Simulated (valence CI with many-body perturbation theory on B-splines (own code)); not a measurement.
## Energy levels of As

Method: valence CI with perturbative core correlation (CI+MBPT): five valence electrons over a frozen Dirac-Fock core [Ar] 3d10, a basis of 9 s, 9 p, 8 d, 6 f, 3 g, 1 h functions for each j, with the one-electron correlation potential Σ1, the two-electron term Σ2, the three-electron term Σ3, Breit, model QED; selected CI, second order for the rest, scaled by the run's own slope (own B-spline code, finite nucleus).

Against 11 measured levels this calculation errs by 93 cm⁻¹ on average and by 134 at most. These come from a selection out of the NIST Handbook of Basic Atomic Spectroscopic Data. Levels without a partner in it may be off by more. Among the levels kept, up to 1700 cm⁻¹ of a level comes from second order outside the variational space, and about a tenth of that is noise between levels of different J, which matters for small intervals.

Levels 1 to 45 of 64, with energies above the lowest level, 4s2 4p3 4S°_3/2. "Leading %" is the weight of the configuration and term that name the level; weights of strongly mixed levels are sums over their largest components and can fall short.

```
No.  Configuration  Term    J  E (cm⁻¹)  Leading %     Second component      g
  1        4s2 4p3   4S°  3/2       0.0         94                       1.998
  2        4s2 4p3   2D°  3/2     10631         90                       0.819
  3        4s2 4p3   2D°  5/2     10961         94                       1.200
  4        4s2 4p3   2P°  1/2     18236         92                       0.666
  5        4s2 4p3   2P°  3/2     18684         89                       1.319
  6     4s2 4p2 5s    4P  1/2     50560         87                       2.586
  7     4s2 4p2 5s    4P  3/2     51484         88                       1.721
  8     4s2 4p2 5s    4P  5/2     52767         89                       1.593
  9     4s2 4p2 5s    2P  1/2     53006         85                       0.751
 10     4s2 4p2 5s    2P  3/2     54474         83                       1.329
 11     4s2 4p2 5p   2S°  1/2     59964         51  24 % 4s2 4p2 5p 4D°  1.422
 12     4s2 4p2 5p   4D°  1/2     60608         62  27 % 4s2 4p2 5p 2S°  0.622
 13     4s2 4p2 5p   4D°  3/2     60686         68  14 % 4s2 4p2 5p 4P°  1.280
 14     4s2 4p2 5s    2D  5/2     60714         88                       1.209
 15     4s2 4p2 5s    2D  3/2     60732         86                       0.818
 16     4s2 4p2 5p   4D°  5/2     61509         75  11 % 4s2 4p2 5p 4P°  1.393
 17     4s2 4p2 5p   4P°  3/2     61849         31  26 % 4s2 4p2 5p 4S°  1.578
 18     4s2 4p2 5p   4P°  1/2     62208         81   5 % 4s2 4p2 5p 2P°  2.502
 19     4s2 4p2 5p   2D°  3/2     62382         72  10 % 4s2 4p2 5p 4S°  1.012
 20     4s2 4p2 4d    4P  5/2     62443         48       32 % 4s 4p4 4P  1.582
 21     4s2 4p2 5p   4D°  7/2     62676         88                       1.424
 22     4s2 4p2 5p   4P°  5/2     63106         55  21 % 4s2 4p2 5p 2D°  1.467
 23     4s2 4p2 4d    4P  3/2     63222         41       25 % 4s 4p4 4P  1.543
 24     4s2 4p2 5p   4S°  3/2     63459         50  37 % 4s2 4p2 5p 4P°  1.860
 25     4s2 4p2 4d    4F  3/2     63769         67    8 % 4s2 4p2 4d 4P  0.672
 26     4s2 4p2 4d    4P  1/2     63822         50       32 % 4s 4p4 4P  2.574
 27     4s2 4p2 5p   2D°  5/2     63993         66  23 % 4s2 4p2 5p 4P°  1.296
 28     4s2 4p2 4d    4F  5/2     64145         75    7 % 4s2 4p2 4d 4D  1.062
 29     4s2 4p2 5p   2P°  1/2     64147         78   5 % 4s2 4p2 5p 2S°  0.777
 30     4s2 4p2 5p   2P°  3/2     64516         81                       1.312
 31     4s2 4p2 4d    2P  3/2     64594         67    9 % 4s2 4p2 4d 4F  1.235
 32     4s2 4p2 4d    4F  7/2     64763         74   12 % 4s2 4p2 4d 4D  1.259
 33     4s2 4p2 4d    2P  1/2     65285         51   29 % 4s2 4p2 4d 4D  0.526
 34     4s2 4p2 4d    4F  9/2     65752         86                       1.331
 35     4s2 4p2 4d    2F  5/2     65771         72    7 % 4s2 4p2 4d 4F  0.924
 36     4s2 4p2 4d    4D  3/2     66259         80                       1.190
 37     4s2 4p2 4d    4D  1/2     66366         49   16 % 4s2 4p2 4d 2P  0.589
 38     4s2 4p2 4d    4D  5/2     66505         70   11 % 4s2 4p2 4d 2F  1.299
 39     4s2 4p2 4d    4D  7/2     66582         58   18 % 4s2 4p2 4d 2F  1.340
 40     4s2 4p2 6s    4P  1/2     66750         64   12 % 4s2 4p2 4d 2P  2.035
 41     4s2 4p2 4d    2F  7/2     67569         69   20 % 4s2 4p2 4d 4D  1.202
 42     4s2 4p2 6s    4P  3/2     67674         80    9 % 4s2 4p2 6s 2P  1.685
 43     4s2 4p2 6s    2P  1/2     68029         70   13 % 4s2 4p2 6s 4P  0.951
 44     4s2 4p2 4d    2D  3/2     68108         76                       0.837
 45     4s2 4p2 4d    2D  5/2     68214         72    4 % 4s2 4p2 4d 2F  1.198
```

Names give the largest LS component (configuration and term), which can be under half, so a name can repeat, a term be missing and a line seem to break the LS rules; names also repeat where a configuration has a term twice.

The ionisation energy to 4s2 4p2 3P_0 of the next ion comes out as 9.7579 eV (NIST: 9.78855 eV (measured), further off than twice its uncertainty). All 64 levels together are meant to be complete up to 71619 cm⁻¹.
